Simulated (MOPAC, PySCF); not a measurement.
C6H18Si2, SMILES `CC[Si]([SiH3])(CC)CC`, neutral singlet in the gas phase. 

Z-matrix (Å, degrees):
```
Si
C 1 1.9076
H 2 1.1123 1 107.49
H 2 1.1132 3 105.66 1 114.47
C 2 1.5346 3 110.47 4 119.36
H 5 1.1097 2 111.74 3 -178.42
H 5 1.1099 6 107.11 2 -123.05
H 5 1.1102 6 106.86 7 -114.62
C 1 1.9083 2 109.78 3 174.83
H 9 1.1118 1 107.93 2 58.10
H 9 1.1135 10 105.55 1 114.50
C 9 1.5344 10 110.45 11 119.51
H 12 1.1099 9 112.10 10 -57.71
H 12 1.1100 13 107.14 9 122.83
H 12 1.1102 13 107.21 14 114.37
C 1 1.9089 2 109.93 3 53.61
H 16 1.1120 1 108.03 2 -172.52
H 16 1.1122 17 105.46 1 -115.02
C 16 1.5357 17 110.41 18 -119.49
H 19 1.1098 16 111.80 17 178.62
H 19 1.1099 20 107.01 16 -122.50
H 19 1.1100 20 107.09 21 -114.55
Si 1 2.3610 2 109.25 3 -65.59
H 23 1.5091 1 111.61 2 171.03
H 23 1.5092 24 107.18 15 -80.07
H 23 1.5095 24 107.23 25 -114.99
```
Charge 0, multiplicity 1.

All levels are single points at this geometry (PBE-D3(BJ)/def2-SVP); Pople sets use spherical d functions. Orbital energies aren't observables, and empty levels follow the basis.

PM6 in MOPAC gives gap (eV) = 8.70.

**Question.** Estimate the gap (eV) from each of these levels: PBE-D3(BJ)/def2-TZVP in PySCF; B3LYP/3-21G in PySCF; B3LYP/6-31G* in PySCF; B3LYP/LANL2DZ in PySCF; BP86/6-31G* in PySCF; M06-2X/6-31G* in PySCF; PBE/6-31G* in PySCF; SVWN5/6-31G* in PySCF; HF/3-21G in PySCF; HF/STO-3G in PySCF; PM3 in MOPAC; PM7 in MOPAC.

**Answer.** 
```
level                          gap (eV)
-----------------------------  --------
PBE-D3(BJ)/def2-TZVP in PySCF      5.95
B3LYP/3-21G in PySCF               8.39
B3LYP/6-31G* in PySCF              7.91
B3LYP/LANL2DZ in PySCF             8.40
BP86/6-31G* in PySCF               6.33
M06-2X/6-31G* in PySCF             9.98
PBE/6-31G* in PySCF                6.30
SVWN5/6-31G* in PySCF              6.15
HF/3-21G in PySCF                 14.42
HF/STO-3G in PySCF                18.75
PM3 in MOPAC                       8.15
PM7 in MOPAC                      10.48
```
